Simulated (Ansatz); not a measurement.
Two members of one family (Tert-butyl polyynes), computed with Ansatz in the gas phase. Binding counts from free atoms in the multiplicity of their measured ground term, without zero-point energy. The structures are stationary points that may keep the symmetry of their start.

First: CC(C)(C)C#CC#CC#CC(C)(C)C (singlet, charge 0, PBE-D4/def2-SVP geometry).

Cartesian coordinates in Å:
```
C -3.9925 2.0069 3.0253
C -2.4880 2.3140 3.2256
C -2.0442 1.8564 4.6371
C -2.2369 3.8338 3.0653
C -1.7087 1.5880 2.2165
C -1.0502 0.9769 1.3654
C -0.3299 0.3073 0.4305
C 0.3317 -0.3065 -0.4295
C 1.0524 -0.9767 -1.3637
C 1.7093 -1.5890 -2.2150
C 2.4879 -2.3138 -3.2256
C 3.0625 -1.3025 -4.2470
C 3.6460 -3.0710 -2.5296
C 1.5641 -3.3236 -3.9510
H -4.1946 0.9230 3.1324
H -4.5917 2.5508 3.7829
H -4.3313 2.3237 2.0189
H -2.6270 2.3993 5.4094
H -2.2114 0.7693 4.7731
H -0.9685 2.0630 4.8023
H -1.1653 4.0763 3.2027
H -2.8217 4.3935 3.8247
H -2.5449 4.1833 2.0600
H 2.2509 -0.7462 -4.7554
H 3.7252 -0.5678 -3.7498
H 3.6537 -1.8401 -5.0176
H 4.3193 -2.3682 -2.0001
H 4.2422 -3.6231 -3.2855
H 3.2571 -3.7997 -1.7912
H 2.1423 -3.8781 -4.7182
H 1.1374 -4.0560 -3.2377
H 0.7249 -2.8034 -4.4551
```

```csv
level,HOMO (eV),LUMO (eV),gap (eV),binding per atom (eV)
PBE-D4/def2-SVP,-5.31,-1.94,3.37,4.75
PBE-D4/def2-TZVP,-5.37,-2.02,3.36,4.69
r2SCAN-D4/def2-TZVP,-5.52,-1.90,3.62,4.57
B3LYP-D4/6-31G,-5.83,-0.95,4.88,4.49
PBE0-D4/def2-TZVP,-6.33,-1.24,5.09,4.60
```

Second: CC(C)(C)C#CC#CC#CC#CC#CC#CC#CC#CC#CC(C)(C)C (singlet, charge 0, PBE-D4/def2-SVP geometry).

```xyz
44

C    10.7986   -6.9005    2.4305
C     9.4935   -7.4620    3.0472
C     9.2183   -8.8823    2.4926
C     9.6197   -7.5144    4.5900
C     8.3776   -6.5837    2.6884
C     7.4303   -5.8424    2.3855
C     6.4030   -5.0342    2.0551
C     5.4476   -4.2794    1.7511
C     4.4325   -3.4790    1.4251
C     3.4713   -2.7240    1.1117
C     2.4597   -1.9270    0.7867
C     1.4966   -1.1685    0.4797
C     0.4859   -0.3734    0.1562
C    -0.4783    0.3836   -0.1549
C    -1.4905    1.1761   -0.4795
C    -2.4558    1.9326   -0.7878
C    -3.4681    2.7288   -1.1118
C    -4.4281    3.4865   -1.4190
C    -5.4448    4.2843   -1.7451
C    -6.4045    5.0313   -2.0563
C    -7.4329    5.8378   -2.3867
C    -8.3792    6.5832   -2.6879
C    -9.4947    7.4600   -3.0474
C    -9.5603    8.6352   -2.0395
C    -9.2677    8.0062   -4.4791
C   -10.8128    6.6480   -2.9961
H    11.0108   -5.8813    2.8105
H    11.6515   -7.5573    2.6971
H    10.7276   -6.8508    1.3267
H     9.1182   -8.8661    1.3897
H    10.0580   -9.5566    2.7575
H     8.2856   -9.3011    2.9185
H    10.4618   -8.1788    4.8738
H     9.8132   -6.5065    5.0075
H     8.6934   -7.9084    5.0515
H    -9.7187    8.2646   -1.0078
H   -10.4031    9.3068   -2.3037
H    -8.6239    9.2261   -2.0565
H   -10.1088    8.6723   -4.7629
H    -9.2126    7.1808   -5.2161
H    -8.3269    8.5880   -4.5384
H   -10.9913    6.2431   -1.9811
H   -11.6667    7.3031   -3.2679
H   -10.7848    5.7991   -3.7072
```

Question: Estimate the same table for the second.

Answer: 
| level | HOMO (eV) | LUMO (eV) | gap (eV) | binding per atom (eV) |
| --- | --- | --- | --- | --- |
| PBE-D4/def2-SVP | -5.20 | -3.74 | 1.46 | 5.37 |
| PBE-D4/def2-TZVP | -5.25 | -3.79 | 1.46 | 5.30 |
| r2SCAN-D4/def2-TZVP | -5.36 | -3.78 | 1.58 | 5.11 |
| B3LYP-D4/6-31G | -5.47 | -3.01 | 2.46 | 4.98 |
| PBE0-D4/def2-TZVP | -5.99 | -3.37 | 2.62 | 5.14 |
